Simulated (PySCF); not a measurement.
Job file and geometry (Å, from GFN2-xTB) of an NMR shielding run on `CC(C)Oc1ccsc1`, C₇H₁₀OS, PySCF, GIAO PBE0/pcSseg-1 NMR shielding, non-relativistic, gas phase; density fitting, a coarse starting grid and PySCF grid level 2 are the driver's defaults:

```
{"job": {"kind": "nmr", "xc": "PBE0", "basis": "pcSseg-1"}, "charge": 0, "multiplicity": 1}
C     -1.303511     0.708081     1.169637
C     -1.182113     0.050131    -0.204798
C     -2.314721     0.485079    -1.128130
O      0.023542     0.436725    -0.852804
C      1.201203    -0.059992    -0.396352
C      1.404504    -1.119270     0.533109
C      2.720166    -1.379708     0.737082
S      3.741759    -0.358169    -0.187360
C      2.382007     0.445102    -0.861657
H     -0.463922     0.434474     1.804806
H     -1.310846     1.789687     1.057770
H     -2.225172     0.394187     1.652091
H     -1.206778    -1.044732    -0.097386
H     -2.286512     1.563368    -1.261328
H     -2.203123     0.013605    -2.100801
H     -3.272819     0.201478    -0.702389
H      0.618933    -1.666224     1.022232
H      3.152822    -2.120325     1.379081
H      2.514778     1.235753    -1.570264
```

Q: Write the output of this run.

A: 
```
coarse grid: 16512 points
cycle   1  E = -745.4078235459  dE =  1.486e+00  |g| = 5.940e-01  |ddm| = 4.075e+00
cycle   2  E = -745.3633541670  dE =  4.447e-02  |g| = 7.689e-01  |ddm| = 1.245e+00
cycle   3  E = -745.4802191747  dE = -1.169e-01  |g| = 1.242e-01  |ddm| = 8.260e-01
cycle   4  E = -745.4831360171  dE = -2.917e-03  |g| = 4.051e-02  |ddm| = 1.435e-01
cycle   5  E = -745.4834900982  dE = -3.541e-04  |g| = 1.234e-02  |ddm| = 4.435e-02
cycle   6  E = -745.4835228270  dE = -3.273e-05  |g| = 4.238e-03  |ddm| = 1.296e-02
cycle   7  E = -745.4835269557  dE = -4.129e-06  |g| = 1.144e-03  |ddm| = 5.272e-03
final grid: 155136 points
cycle   8  E = -745.5520022438  dE = -4.253e-05  |g| = 1.466e-02  |ddm| = 4.424e-02
cycle   9  E = -745.5519424006  dE =  5.984e-05  |g| = 2.207e-02  |ddm| = 3.071e-02
cycle  10  E = -745.5520487869  dE = -1.064e-04  |g| = 1.946e-03  |ddm| = 2.056e-02
cycle  11  E = -745.5520496975  dE = -9.106e-07  |g| = 3.678e-04  |ddm| = 2.152e-03
cycle  12  E = -745.5520497223  dE = -2.480e-08  |g| = 1.912e-04  |ddm| = 4.468e-04
cycle  13  E = -745.5520497305  dE = -8.233e-09  |g| = 5.309e-05  |ddm| = 2.275e-04
cycle  14  E = -745.5520497313  dE = -7.490e-10  |g| = 1.502e-05  |ddm| = 7.767e-05
converged SCF energy = -745.5520497313

GIAO shielding tensors (ppm)
atom      isotropic    diamagn.    paramagn.     s11        s22        s33       span
  0 C      164.520     250.362     -85.841    147.790    158.981    186.790     39.000
  1 C      113.610     245.372    -131.762     83.373    101.077    156.379     73.006
  2 C      161.458     246.460     -85.002    144.036    153.571    186.765     42.729
  3 O      199.531     401.496    -201.964    120.119    224.309    254.165    134.046
  4 C       25.022     247.317    -222.294    -38.800     28.205     85.662    124.463
  5 C       69.159     254.845    -185.686    -11.427     54.424    164.479    175.906
  6 C       54.313     259.929    -205.616    -37.300     49.059    151.181    188.481
  7 S      322.453    1055.782    -733.330    153.556    354.616    459.186    305.630
  8 C       75.690     255.768    -180.077      6.511     75.490    145.069    138.558
  9 H       29.796      32.386      -2.591     24.065     31.251     34.072     10.006
 10 H       30.709      31.408      -0.699     27.941     28.260     35.926      7.986
 11 H       30.809      30.754       0.055     26.888     28.069     37.469     10.581
 12 H       27.293      33.695      -6.402     23.963     27.912     30.006      6.043
 13 H       30.240      29.933       0.308     27.054     28.417     35.250      8.196
 14 H       29.980      29.592       0.387     25.896     27.729     36.315     10.420
 15 H       30.620      28.882       1.738     26.312     28.370     37.179     10.866
 16 H       24.898      33.537      -8.640     20.831     24.598     29.264      8.434
 17 H       24.667      30.133      -5.467     21.617     25.016     27.366      5.749
 18 H       25.329      31.407      -6.078     21.172     27.156     27.658      6.486
```

Q: Turn these shieldings into chemical shifts. References, each an isolated molecule treated in the same way: $^{13}$C (σref 186.93) and $^{1}$H (σref 31.72) vs TMS; H2O for $^{17}$O (σref 336.08); $^{33}$S (σref 503.73) against CS2.

A: Averaging equivalent atoms: C 4: 161.9; C 6: 132.6; C 5: 117.8; C 8: 111.2; C 1: 73.3; C 0/2: 23.9; O 3: 136.5; S 7: 181; H 17: 7.05; H 16: 6.82; H 18: 6.39; H 12: 4.42; H 9/10/11/13/14/15: 1.36 ppm. Experimental scales use liquid or dissolved standards, which lie at an offset from isolated H2O (liquid H2O: subtract about 36 ppm).

Size and cost of the density-fitted run: 210 basis functions, 61 s wall time on 1 thread of an x86-64 server CPU, shared host.
